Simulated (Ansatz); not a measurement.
Calculated with Ansatz (gas phase, PBE0-D4/def2-TZVP geometries, no zero-point term in ΔE). CCSD(T)/CBS is the MP2 limit (def2-TZVPP, def2-QZVPP) plus CCSD(T) − MP2 in def2-TZVPP, frozen cores. Functionals use def2-TZVPP. Elements past krypton have def2 core potentials. For Cd, Mg outer-core shells are correlated without core-valence functions, which leaves a few kJ/mol of doubt a bond. One conformer a species, not always the lowest.

Consider the redistribution: `[SiH3][O][Mg][O][SiH3]` + `[NH2][Cd][NH2]` → `[NH2][Mg][O][SiH3]` + `[NH2][Cd][O][SiH3]`.

```json
{"level": "revPBE-D4", "ΔE (kcal/mol)": "12.6"}
{"level": "B2PLYP", "ΔE (kcal/mol)": "13.1"}
```

Task: What does CCSD(T)/CBS give? (Best estimate.)

Result: The calculation gave: +14.5 kcal/mol. The listed levels differ from it by -1.9, -1.4 kcal/mol.

Largest T1 diagnostic among the species: 0.015.

Leaving LDA and LC-ωPBE aside and taking each functional with its dispersion term where it has one, the values, not all of them listed here, spread over 1.1 kcal/mol, from B97M-V to r2SCAN0-D4. LDA lies +1.0 kcal/mol from PBE without D4. In def2-TZVPP, CCSD(T) changes the Hartree–Fock value by +1.2 kcal/mol (the triples alone add +0.0 kcal/mol) and MP2 by +2.3 kcal/mol.
